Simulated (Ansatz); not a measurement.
The cluster Mg2S2⁻, relaxed as a doublet with UKS PBE-D4/def2-TZVPD in Ansatz, starting from the GFN2-xTB geometry. Force threshold 0.02 eV/Å.

The highest occupied level of the charge -1 doublet lies above zero (up to 0.14 eV). It is a level of α spin, whose loss leaves a singlet; that state wasn't run at this geometry and level. The electron is either unbound and held by the finite basis, or the level is raised by self-interaction error. The relaxation made no stability test and no search for a lower SCF solution. The structure comes from a short search, and lower isomers may exist.

Start:

```xyz
4

Mg    1.2906    0.7201    0.0239
Mg   -1.2722   -0.7324   -0.0225
S    -0.0184   -0.0389    1.8996
S     0.0000    0.0512   -1.9010
```

```json
{"step": "1", "energy (eV)": "-32549.6410", "largest force component (eV/Å)": "0.762", "SCF passes": "17"}
{"step": "2 (rejected)", "energy (eV)": "-32549.6273", "largest force component (eV/Å)": "0.541", "SCF passes": "22"}
{"step": "3", "energy (eV)": "-32549.7030", "largest force component (eV/Å)": "0.187", "SCF passes": "22"}
{"step": "4", "energy (eV)": "-32549.7059", "largest force component (eV/Å)": "0.058", "SCF passes": "20"}
{"step": "5", "energy (eV)": "-32549.7070", "largest force component (eV/Å)": "0.002", "SCF passes": "20"}
```

Force components are those of the run's own axes.

End:

| atom | x (Å) | y (Å) | z (Å) |
| --- | --- | --- | --- |
| Mg1 | 1.208 | 0.685 | 0.022 |
| Mg2 | -1.208 | -0.684 | -0.022 |
| S3 | -0.009 | -0.046 | 1.907 |
| S4 | 0.009 | 0.045 | -1.907 |

By distances, no bond broke or formed. The bond that changes most is Mg1–S4, from 2.41 to 2.36 Å (atoms count from 1). The end is the same structure that another start reached, the lowest one found.

No frequencies were taken in this run, so the end may be a saddle point.

It took 8.5 s on 4 threads of Intel Xeon Platinum 8488C on a shared host.
